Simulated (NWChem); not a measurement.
CrH2S3O; SMILES [OH][Cr](=[S])(=[S])[SH]

```xyz
7

Cr     0.0468     0.1128     0.2341
S     -1.0707     1.5162    -0.6407
S      1.8842     0.0466    -0.5307
O      0.1075     0.3348     1.9613
H     -0.6336     0.8635     2.3226
S     -0.7681    -1.8589    -0.2995
H     -2.0749    -1.5121    -0.0967
```
Atoms are numbered in this order, from 1.

Computed with NWChem. The geometry was optimised at PBE-D3(BJ)/def2-SVP. No frequency run checked for a minimum.

**Question.** What does the run give for Hartree-Fock/def2-TZVP? Quantities: highest occupied level (eV); orbital gap (eV); dipole (D).

**Answer.** 
```
Quantity                      Value
---------------------------  ------
highest occupied level (eV)  -10.15
orbital gap (eV)               8.93
dipole (D)                     2.02
```
